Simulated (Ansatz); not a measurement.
Cost and result for the atomization energy of `CC(=O)[O][GeH]([O]C(C)=O)[O]C(C)=O` (23 atoms, 22 bonds).

Cartesian coordinates in Å:
```
C 2.000 -0.179 3.505
C 0.961 0.386 2.592
O -0.089 0.872 2.944
O 1.293 0.309 1.304
Ge 0.010 1.002 0.233
O -1.443 -0.034 0.329
C -1.416 -1.255 -0.221
C -2.742 -1.939 -0.116
O -0.432 -1.718 -0.734
O 1.002 0.859 -1.277
C 0.246 1.153 -2.326
C 0.940 1.003 -3.637
O -0.908 1.496 -2.177
H 2.167 -1.229 3.256
H 2.946 0.342 3.351
H 1.679 -0.083 4.539
H -0.350 2.437 0.553
H -2.673 -2.945 -0.522
H -3.062 -1.968 0.927
H -3.487 -1.361 -0.667
H 1.887 1.544 -3.626
H 0.302 1.361 -4.441
H 1.171 -0.054 -3.787
```

Total charge 0; spin multiplicity 1. Correlated methods include outer-core shells of Ge, which these sets cover unevenly. Scalar relativity is left out up to krypton. The structure was optimised at the PBE0-D4/def2-TZVP level. It is one conformer, not always the lowest. Program: Ansatz. All runs use 11 threads of an AMD EPYC 7R13 on a shared host and a whole NVIDIA H100 80 GB. Times are those of one run each, without the atoms' runs, and a repeat can differ threefold. Electronic energies, without spin–orbit coupling; frozen cores. CCSD(T)/CBS adds CCSD(T) − MP2 in def2-TZVPP to the MP2 limit, and its time is that of the two runs behind it. T1 = 0.015. With those shells the extrapolation isn't a true limit. B3LYP takes the VWN-RPA correlation (the form of Gaussian; ORCA's B3LYP/G).

CCSD(T)/CBS is a level of theory with its own doubt, some kJ/mol a heavy atom from the limit and from the frozen cores, so smaller differences don't rank the functionals.

| level | functions | wall time | atomization (kJ/mol) | difference from CCSD(T)/CBS | per bond |
| --- | --- | --- | --- | --- | --- |
| PBE0-D4/def2-TZVPP | 560 | 2.4 s | 10045.7 | 48.5 | 2.2 |
| LDA (SPW92)/def2-TZVPP | 560 | 2.5 s | 11758.0 | 1760.8 | 80.0 |
| CAM-B3LYP-D4/def2-TZVPP | 560 | 2.9 s | 10042.5 | 45.3 | 2.1 |
| revPBE-D4/def2-TZVPP | 560 | 3 s | 10037.0 | 39.8 | 1.8 |
| r2SCAN-D4/def2-TZVPP (with forces) | 560 | 3.3 s | 10075.5 | 78.3 | 3.6 |
| B3LYP-D4/def2-TZVPP (with forces) | 560 | 3.3 s | 9969.3 | -27.9 | -1.3 |
| ωB97X-V/def2-TZVPP | 560 | 3.7 s | 10037.3 | 40.1 | 1.8 |
| B2PLYP/def2-TZVPP | 560 | 3.9 s | 9897.3 | -99.9 | -4.5 |
| PBE-QIDH/def2-TZVPP | 560 | 4 s | 9948.9 | -48.3 | -2.2 |
| CCSD(T)/def2-SVP | 250 | 5.5 s | 9518.2 | -479.0 | -21.8 |
| MP2/def2-QZVPP | 1073 | 7 s | 10203.4 | 206.2 | 9.4 |
| CCSD(T)/def2-TZVPP | 560 | 85 s | 9744.8 | -252.4 | -11.5 |
| CCSD(T)/CBS(def2) | – | 92 s | 9997.2 | 0.0 | 0.0 |

From r2SCAN to r2SCAN0 (25 % exact exchange), in def2-TZVPP and without D4, the atomization energy moves by −260.5 kJ/mol: exact exchange takes away binding that semilocal exchange gives to molecules. At CCSD(T), def2-SVP lies −479.0 kJ/mol from the extrapolated value and def2-TZVPP −252.4 kJ/mol: correlation converges slowly with the basis, and small sets miss more of it in the bonded molecule than in its fragments. The D4 term adds +99.0 kJ/mol with B3LYP and +53.9 kJ/mol with PBE0; it sums over pairs of atoms, weighted by their polarisabilities, and B3LYP, whose exchange is more repulsive, gets the larger term.
